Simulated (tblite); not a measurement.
Start geometry of `N([Si@@H]([C@H](CO)CC)N)C` from a force field or distance geometry (Å):
```
atom  x, y, z in Å
C1     3.0525    0.7370    0.3582
C2     1.5862    0.6261    0.7042
C3     0.7774    0.1003   -0.4264
C4     1.3036   -1.2584   -0.8012
O5     1.2199   -2.1659    0.2868
Si6   -1.0270   -0.1681    0.0172
N7    -1.2378   -1.1144    1.5063
N8    -1.9336    1.3455    0.1760
C9    -3.2696    1.0941   -0.3053
H10    3.3742    1.8171    0.3723
H11    3.2868    0.3925   -0.6675
H12    3.6843    0.2123    1.1157
H13    1.5205   -0.0571    1.6146
H14    1.2636    1.6261    1.0585
H15    0.8936    0.8266   -1.2637
H16    0.5735   -1.6594   -1.5423
H17    2.2784   -1.2624   -1.2794
H18    0.3658   -2.6821    0.1792
H19   -1.6102   -0.9431   -1.0878
H20   -1.9437   -0.5953    2.1083
H21   -1.7094   -2.0090    1.2516
H22   -1.4853    2.1627   -0.2486
H23   -3.6040    0.0709    0.0025
H24   -3.4019    1.1429   -1.3968
H25   -3.9687    1.7853    0.1954
```

Q: What comes out of this run: GFN2-xTB geometry optimisation, gas phase (tblite)?

A: 
```
atom  x, y, z in Å
C1     2.8257    1.0349    0.3792
C2     1.4147    0.5260    0.6624
C3     0.7656   -0.1848   -0.5280
C4     1.3696   -1.5603   -0.7789
O5     0.9255   -2.5172    0.1581
Si6   -1.1129   -0.4109   -0.2917
N7    -1.4283   -1.1132    1.2542
N8    -1.7673    1.1787   -0.1907
C9    -3.1810    1.4200   -0.0578
H10    3.2238    1.5523    1.2502
H11    2.8185    1.7304   -0.4579
H12    3.5017    0.2182    0.1354
H13    1.4386   -0.1473    1.5231
H14    0.7875    1.3735    0.9440
H15    0.9522    0.4170   -1.4217
H16    1.0416   -1.9371   -1.7498
H17    2.4691   -1.5255   -0.7828
H18    1.1056   -2.1572    1.0339
H19   -1.6413   -1.1994   -1.4252
H20   -2.3169   -0.9177    1.6859
H21   -1.2000   -2.0881    1.3671
H22   -1.3279    1.8956   -0.7466
H23   -3.6099    0.6486    0.5761
H24   -3.7071    1.3958   -1.0191
H25   -3.3580    2.3916    0.4084
```

The energy falls by 123.2 kJ/mol over 149 L-BFGS steps, the largest force on an atom goes from 2.45 to 0.010 eV/Å, and the atoms move by 0.659 Å rms after alignment. The bond that changes most is N7–H20 (silicon-bound nitrogen to N–H hydrogen), which shortens by 0.056 Å. Bonds longer at the end by more than 0.005 Å: 6 of 24; shorter: 16. Among the angles that change most is Si6–N8–C9, from 107.2° to 122.2°. Among the dihedrals that turn most is H17–C4–O5–H18, from -133° to 71°. Rotational constants go from 2074, 829.1, 704.4 to 1806, 887.4, 699.5 MHz. The orientation of the end geometry is arbitrary; only internal coordinates are fixed.

The run took 2.7 s on one thread, Arm Neoverse N1 (aarch64) (shared host).

Its GFN2-xTB frequencies are all real (lowest 23 cm⁻¹). One conformer, not necessarily the lowest.

All values are computed, not measured.
